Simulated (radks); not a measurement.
Initial-state core-level shifts of neutral vanadium when its valence configuration changes from [Ar] 3d3 4s2. Method: Dirac Kohn-Sham, LDA (Slater exchange, Perdew-Wang correlation), spin-unpolarised, spherical densities, finite nucleus; open shells are shared between the two j in proportion to 2j + 1; Fermi nuclear charge, rms radius 3.6002 fm; computed with a radial shooting solver on a logarithmic mesh with Libxc functionals. Shifts are changes of the shell-averaged eigenvalues in eV (positive: less bound); the change of the density at the nucleus, which sets a Mossbauer isomer shift, is in e/bohr^3, on a base of 9828.

[
 {"valence": "3d2 4s2 4p1", "1s": "-6.848", "2p": "-7.618", "3s": "-6.615", "3p": "-6.391", "density at nucleus": "+3.8528"},
 {"valence": "3d3 4s1 4p1", "1s": "-1.436", "2p": "-1.373", "3s": "-1.421", "3p": "-1.420", "density at nucleus": "-3.8270"},
 {"valence": "3d4 4s1", "1s": "+3.582", "2p": "+4.111", "3s": "+3.662", "3p": "+3.520", "density at nucleus": "-5.5258"},
 {"valence": "3d5", "1s": "+5.335", "2p": "+6.194", "3s": "+5.594", "3p": "+5.371", "density at nucleus": "-9.3392"},
 {"valence": "3d2 4s1.5 4p1.5", "1s": "-7.517", "2p": "-8.272", "3s": "-7.270", "3p": "-7.042", "density at nucleus": "+1.4465"},
 {"valence": "3d3.5 4s1.5", "1s": "+2.033", "2p": "+2.329", "3s": "+2.050", "3p": "+1.969", "density at nucleus": "-3.0502"},
 {"valence": "3d3 4p2", "1s": "-2.719", "2p": "-2.600", "3s": "-2.695", "3p": "-2.690", "density at nucleus": "-8.2408"},
 {"valence": "3d2.5 4s1.5 4p1", "1s": "-3.946", "2p": "-4.266", "3s": "-3.869", "3p": "-3.764", "density at nucleus": "-0.3261"},
 {"valence": "3d4 4p1", "1s": "+2.304", "2p": "+2.938", "3s": "+2.392", "3p": "+2.237", "density at nucleus": "-9.0984"}
]
